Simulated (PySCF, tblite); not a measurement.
Isomers of C6H9FSi. Computed values, GFN2-xTB/tblite, gas phase, harmonic and unscaled. Against measured fundamentals such values can be off by several per cent, at times by over 20. Modes of hydrogen on silicon can be 10 to 20 % off. One conformer each.

Electronic energies: PBE0/pcSseg-1 single points on the GFN2-xTB geometries (PySCF, gas phase).

| SMILES | electronic energy, lowest = 0 (kJ/mol) |
| --- | --- |
| C#C[C@@H](C)[C@@H]1C[Si@@H]1F | 53.5 |
| CC1=C[SiH2]C(CF)=C1 | 0.0 |
| FCC#CC1C[SiH2]C1 | 161.4 |
| C#C[C@@H]1C[SiH2][C@H](F)C1 | 113.0 |
| C#C[C@@H]1C[SiH2][C@@H](F)C1 | 106.0 |
| C#C[C@@H](C)[C@@H]1C[Si@H]1F | 50.6 |
| C[SiH2]/C(F)=C1\C=CC1 | 102.2 |

Task: How do GFN2-xTB zero-point energies change the relative energies?

Result: 
```json
{"SMILES": "CC1=C[SiH2]C(CF)=C1", "ZPE (kJ/mol)": "332.4", "of it from modes above 1550 cm⁻¹": "172.1", "electronic (kJ/mol)": "0.0", "with ZPE, lowest = 0 (kJ/mol)": "0.0", "lowest mode (cm⁻¹)": "59", "rings": "1"}
{"SMILES": "C#C[C@@H](C)[C@@H]1C[Si@H]1F", "ZPE (kJ/mol)": "336.5", "of it from modes above 1550 cm⁻¹": "175.1", "electronic (kJ/mol)": "50.6", "with ZPE, lowest = 0 (kJ/mol)": "54.7", "lowest mode (cm⁻¹)": "56", "rings": "1"}
{"SMILES": "C#C[C@@H](C)[C@@H]1C[Si@@H]1F", "ZPE (kJ/mol)": "336.8", "of it from modes above 1550 cm⁻¹": "175.3", "electronic (kJ/mol)": "53.5", "with ZPE, lowest = 0 (kJ/mol)": "57.9", "lowest mode (cm⁻¹)": "49", "rings": "1"}
{"SMILES": "C[SiH2]/C(F)=C1\\C=CC1", "ZPE (kJ/mol)": "327.9", "of it from modes above 1550 cm⁻¹": "174.5", "electronic (kJ/mol)": "102.2", "with ZPE, lowest = 0 (kJ/mol)": "97.7", "lowest mode (cm⁻¹)": "9", "rings": "1"}
{"SMILES": "C#C[C@@H]1C[SiH2][C@@H](F)C1", "ZPE (kJ/mol)": "333.6", "of it from modes above 1550 cm⁻¹": "168.0", "electronic (kJ/mol)": "106.0", "with ZPE, lowest = 0 (kJ/mol)": "107.3", "lowest mode (cm⁻¹)": "84", "rings": "1"}
{"SMILES": "C#C[C@@H]1C[SiH2][C@H](F)C1", "ZPE (kJ/mol)": "333.6", "of it from modes above 1550 cm⁻¹": "167.7", "electronic (kJ/mol)": "113.0", "with ZPE, lowest = 0 (kJ/mol)": "114.2", "lowest mode (cm⁻¹)": "78", "rings": "1"}
{"SMILES": "FCC#CC1C[SiH2]C1", "ZPE (kJ/mol)": "331.3", "of it from modes above 1550 cm⁻¹": "165.9", "electronic (kJ/mol)": "161.4", "with ZPE, lowest = 0 (kJ/mol)": "160.4", "lowest mode (cm⁻¹)": "2", "rings": "1"}
```

The zero-point energies span 8.9 kJ/mol, from `C[SiH2]/C(F)=C1\C=CC1` to `C#C[C@@H](C)[C@@H]1C[Si@@H]1F`. The order is unchanged.

Task: And how do the electronic energies of GFN2-xTB itself compare?

Result: `CC1=C[SiH2]C(CF)=C1` 0.0; `C#C[C@@H](C)[C@@H]1C[Si@H]1F` 30.5; `C#C[C@@H](C)[C@@H]1C[Si@@H]1F` 33.1; `C[SiH2]/C(F)=C1\C=CC1` 96.9; `C#C[C@@H]1C[SiH2][C@@H](F)C1` 52.2; `C#C[C@@H]1C[SiH2][C@H](F)C1` 54.2; `FCC#CC1C[SiH2]C1` 98.3 kJ/mol, lowest = 0. Against the energies above, taken from the same isomer `CC1=C[SiH2]C(CF)=C1`, the largest difference is 63.1 kJ/mol.

Task: What do entropy and thermal enthalpy add at 298.15 K and 1 bar (rigid rotor, harmonic oscillator, one conformer each)?

Result: 
```csv
SMILES,point group,symmetry number,S (J/(mol K)),H − H(0) (kJ/mol),ZPE + H − H(0) − TS (kJ/mol)
CC1=C[SiH2]C(CF)=C1,Cs,1,395.0,27.15,241.7
C#C[C@@H](C)[C@@H]1C[Si@H]1F,C1,1,407.8,28.86,243.8
C#C[C@@H](C)[C@@H]1C[Si@@H]1F,C1,1,409.2,28.89,243.6
C#C[C@@H]1C[SiH2][C@@H](F)C1,C1,1,385.8,26.23,244.8
C#C[C@@H]1C[SiH2][C@H](F)C1,C1,1,386.7,26.29,244.7
```

Not tabulated: `C[SiH2]/C(F)=C1\C=CC1` (lowest mode only 9 cm⁻¹); `FCC#CC1C[SiH2]C1` (lowest mode only 2 cm⁻¹).
